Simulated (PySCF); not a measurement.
GaBr2, SMILES [Br][Ga][Br], multiplicity 2.

Geometry: PBE-D3(BJ)/def2-SVP. The multiplicity is an assumed one; no other spin state was optimised. The isomer is the one that the SMILES or the coordinates give; other isomers of the formula were not compared.

Computed with PBE-D3(BJ)/def2-SVP run with PySCF.

Frequencies are harmonic and unscaled.

Computed harmonic wavenumbers and intensities:
```csv
mode,ν (cm⁻¹),IR (km/mol),moving atoms (share of kinetic energy)
1,71,0.8,"Br 71 %, Ga 29 %"
2,235,9.6,"Br 59 %, Ga 41 %"
3,300,55.1,"Ga 63 %, Br 37 %"
```
